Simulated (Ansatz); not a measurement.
Reaction (isomerisation): `C[N]([SiH3])[GeH3]` → `C[SiH2][NH][GeH3]`

Gas-phase electronic energies from Ansatz, PBE0-D4/def2-TZVP geometries. CCSD(T)/CBS is the MP2 limit (def2-TZVPP, def2-QZVPP) plus CCSD(T) − MP2 in def2-TZVPP, frozen cores. DFT in def2-TZVPP. HSE06 is defined as in plane-wave codes. For Ge outer-core shells are correlated without core-valence functions, which leaves a few kJ/mol of doubt a bond. Scalar relativity is left out up to krypton. Each species was taken in one conformer, which may not be the lowest.

```tsv
level	ΔE (kJ/mol)	difference from CCSD(T)/CBS
PBE-D4	-84.0	2.6
r2SCAN-D4	-89.9	-3.3
ωB97M-V	-88.0	-1.4
HSE06	-88.6	-2.0
RPA@PBE/def2-TZVPP	-76.6	10.0
CCSD/def2-TZVPP	-85.1	1.5
HF/def2-QZVPP	-86.8	-0.2
MP2/def2-QZVPP	-87.9	-1.3
HF/CBS(def2)	-86.8	-0.2
MP2/CBS(def2)	-88.9	-2.3
CCSD(T)/CBS	-86.6	0
```

Largest T1 diagnostic among the species: 0.011.

Leaving LDA and LC-ωPBE aside and taking each functional with its dispersion term where it has one, the values, not all of them listed here, spread over 10.6 kJ/mol, from B97M-V to BLYP-D4. LDA lies +4.8 kJ/mol from PBE without D4. At CCSD(T), def2-SVP lies +20.3 kJ/mol from the extrapolated value and def2-TZVPP +2.5 kJ/mol.
